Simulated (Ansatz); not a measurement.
ClTl, triplet, at a GFN2-xTB geometry (such geometries of metal compounds can be far from the true shape) (a higher spin typed on purpose: for a closed-shell molecule this is an excited state) (core potentials on Tl); B3LYP/def2-QZVPP (Ansatz, a quantum-chemistry and plane-wave program).

The Ansatz input:
Ansatz 0.2 input:
```yaml
crystal:
  periodic: [false, false, false]
  atoms:
    - {symbol: Tl, position_ang: [-0.00000000, -0.00000000, -0.52953298]}
    - {symbol: Cl, position_ang: [0.00000000, 0.00000000, 2.52306893]}
basis:
  gaussian:
    orbitals: def2-QZVPP.json
hamiltonian:
  xc: b3lyp
magnetization: {spin_polarized: true, initial_magnetization: 2}
```
The basis file holds def2-QZVPP in the JSON format of the Basis Set Exchange.

Problem. Predict the main parts of the log of this Ansatz run.

Solution. 
```
Functional definition: B3LYP
817 factors; their error is unknown
mean field evaluation 1: about -17217.7267 eV, gradient 6.6e0 eV
mean field evaluation 2: about -17217.6799 eV, gradient 8.5e0 eV
mean field evaluation 4: about -17218.0152 eV, gradient 8.6e-1 eV
mean field evaluation 8: about -17218.0655 eV, gradient 5.4e-2 eV
mean field evaluation 16: about -17218.0655 eV, gradient 3.5e-5 eV
mean field evaluation 32: about -17217.5213 eV, gradient 1.3e-1 eV
mean field -17218.06550183 eV, -632.7522363682 hartree, gradient 5.3e-6 eV, S^2 2.006000; 8 other end points of the search recorded, 0 dependent functions left out
reference -17218.06571593 eV, -632.7522442363 hartree; 20, 18 occupied and 132, 134 virtual orbitals, 817 factors
Total energy: -17218.06571593 eV, -632.7522442363 hartree
```
